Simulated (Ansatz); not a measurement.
C$_{3}$H$_{7}$NSi (`C#C[SiH2]CN`). Charge 0, multiplicity 1.

Cartesian coordinates in Å:
```
C 0.009 -1.337 -2.388
C 0.233 -0.409 -1.651
Si 0.542 0.967 -0.483
C -0.388 0.601 1.109
N 0.003 -0.703 1.624
H -0.182 -2.153 -3.048
H 2.003 1.064 -0.249
H 0.047 2.227 -1.095
H -0.100 1.374 1.830
H -1.468 0.729 0.928
H -0.202 -1.431 0.950
H -0.498 -0.929 2.474
```

(1) Give the diagnostics of a CCSD(T)/def2-TZVPP run (frozen core, Ansatz 0.2.0). (An estimate is asked.)

Answers

(1) Ansatz gave: T1 = 0.0114, largest single amplitude 0.010, largest double 0.040, (T) share of the correlation energy 4.3 %, 9 CCSD cycles. The RHF solution is stable towards an unrestricted one. T1 lies under the customary mark of 0.02 for closed shells.
